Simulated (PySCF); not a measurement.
## TDDFT excited states: C3H9Cl3GeOSi

Species: GeCl3(OSiMe3), C3H9Cl3GeOSi.
Z-matrix (Å and degrees, PBE0-D3(BJ)/def2-SVP geometry), rows numbered from 1:
```
Ge
Cl  1  2.1312
Cl  1  2.1263  2  109.16
Cl  1  2.1430  2  108.21  3  -118.57
O   1  1.7230  2  110.29  3   120.21
Si  5  1.7035  1  135.09  2    94.54
C   6  1.8716  5  108.28  1   -42.59
C   6  1.8655  5  105.15  1  -162.34
C   6  1.8686  5  107.67  1    78.07
H   7  1.1017  6  110.82  5  -175.51
H   7  1.1011  6  111.06  5    64.74
H   7  1.1013  6  110.96  5   -55.55
H   8  1.1006  6  110.94  5    60.80
H   8  1.1018  6  110.64  5  -179.18
H   8  1.1007  6  110.91  5   -59.28
H   9  1.1009  6  110.62  5   -61.61
H   9  1.1012  6  110.79  5    58.26
H   9  1.1017  6  111.14  5   178.34
```

Computed, not measured: TDDFT B3LYP/def2-SVPD, vertical, gas phase, core orbitals frozen in the response in PySCF 2.14.0, density-fitted response routines. The B3LYP/def2-SVPD calculation is non-relativistic and has no spin–orbit coupling, an omission that weighs most on germanium.

| state | E (eV) | λ (nm) | f | main configurations (H = HOMO, L = LUMO) |
| --- | --- | --- | --- | --- |
| S1 | 5.40 | 229.5 | 0.0040 | H→L (95%) |
| S2 | 5.61 | 221.1 | 0.027 | H-1→L (95%) |
| S3 | 5.85 | 212.0 | 0.0000 | H-2→L (99%) |
| S4 | 6.10 | 203.4 | 0.015 | H-3→L (91%) |
| S5 | 6.14 | 201.9 | 0.020 | H-4→L (89%) |
| S6 | 6.55 | 189.2 | 0.033 | H-6→L (86%) |
| S7 | 6.56 | 189.0 | 0.035 | H-5→L (83%) |
| S8 | 6.58 | 188.3 | 0.034 | H-7→L (97%) |
| S9 | 6.98 | 177.5 | 0.033 | H-8→L (83%), H-5→L (8%) |
| S10 | 7.10 | 174.5 | 0.038 | H-9→L (87%) |
| S11 | 7.56 | 164.1 | 0.044 | H→L+1 (98%) |
| S12 | 7.68 | 161.5 | 0.059 | H-1→L+1 (96%) |
| S13 | 7.89 | 157.2 | 0.0046 | H→L+2 (86%) |
| S14 | 7.96 | 155.8 | 0.0004 | H-10→L (99%) |
| S15 | 8.03 | 154.4 | 0.0053 | H→L+3 (68%), H-1→L+2 (14%) |

Triplets (Tamm–Dancoff): T1 5.24 eV, H→L (87%), H-3→L (9%); T2 5.42 eV, H-1→L (82%), H-4→L (11%); T3 5.47 eV, H-2→L (97%); T4 5.70 eV, H-3→L (77%).

The lowest singlet comes at 230 nm (521 kJ/mol) in the ultraviolet; it is very weak; its leading configuration is HOMO→LUMO (95%). The most intense listed level is S12 at 7.68 eV (161 nm, f = 0.059), 2.28 eV above S1. S6/S7 lie within about 0.01 eV of each other. Löwdin shares by element: HOMO carbon 40% or more, oxygen 19%, silicon 16% (atoms not listed hold the other 24%); LUMO chlorine 66%, germanium 21%. Orbital energies (eV): HOMO-3 -9.28, HOMO-2 -9.10, HOMO-1 -8.48, HOMO -8.36, LUMO -2.14, LUMO+1 0.02, LUMO+2 0.36. Of the 15 states listed, 10 reach f = 0.01 and 2 stay under 0.0005. Weighted by f, the mean energy of these states is 6.88 eV. The window holds the lowest 15 singlets.
